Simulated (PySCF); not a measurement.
**Electron correlation in P (phosphorus, neutral)**

[Ne] 3s2 3p3, high-spin 4S determinant. All numbers are calculated (PySCF 2.14, the non-relativistic Hamiltonian (point nucleus), in 6-31G* (4s3p1d, 18 functions)). Frozen: [Ne]; 5 electrons correlated.

MP2 pair energies summed by pair of shells (mhartree):

```csv
pair,energy,share (%)
3s-3p,-36.26,64.7
3p-3p,-11.54,20.6
3s-3s,-8.21,14.7
```

Total MP2 correlation energy: -56.00 mhartree.

Same-spin part -13.98 and opposite-spin part -42.02 mhartree; SCS-MP2 scales them by 1/3 and 6/5 to -55.09 mhartree.

```tsv
level	correlation energy (mhartree)
CCSD	-71.90
(T)	-0.98
CCSD(T)	-72.88
```

Diagnostics: T1 = 0.0057, D1 = 0.0100, largest double amplitude 0.052.

Task: Is a single reference adequate?

Result: Yes: T1 lies below 0.03 and no double amplitude reaches 0.07.
